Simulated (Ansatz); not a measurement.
Start from `[F][GeH]([F])[GeH3]` and change one atom or group to get `[CH3][GeH]([F])[GeH3]`.

Ansatz, PBE0-D4/def2-TZVP geometries, multiplicity 1. 

Scalar relativity is left out up to krypton.

```
                                          property  `[F][GeH]([F])[GeH3]`
             HOMO–LUMO gap (B3LYP/def2-TZVPP) / eV                   7.86
             LUMO energy (ωB97M-V/def2-TZVPP) / eV                   1.44
               HOMO energy (B3LYP/def2-TZVPP) / eV                  -8.51
               HOMO–LUMO gap (PBE/def2-TZVPP) / eV                   6.18
                LUMO energy (PBE0/def2-TZVPP) / eV                  -0.43
size of the dipole moment (ωB97M-V/def2-TZVPP) / D                   3.09
```

Problem. What does the change do to each property? (Best estimate.)

Solution. Ansatz gave: 
```tsv
property	`[CH3][GeH]([F])[GeH3]`	shift
HOMO–LUMO gap (B3LYP/def2-TZVPP) / eV	7.51	-0.35
LUMO energy (ωB97M-V/def2-TZVPP) / eV	1.72	0.28
HOMO energy (B3LYP/def2-TZVPP) / eV	-7.84	0.67
HOMO–LUMO gap (PBE/def2-TZVPP) / eV	5.92	-0.26
LUMO energy (PBE0/def2-TZVPP) / eV	-0.12	0.31
size of the dipole moment (ωB97M-V/def2-TZVPP) / D	2.31	-0.78
```

With PBE0 the HOMO rises by 0.67 eV and the LUMO rises by 0.31 eV, so the gap narrows by about 0.36 eV. PBE moves the HOMO by 0.57 eV and ωB97M-V by 0.69 eV. Dipoles are sizes alone; their direction can turn.

B3LYP here is the variant with VWN-RPA as its local correlation; programs differ in this.
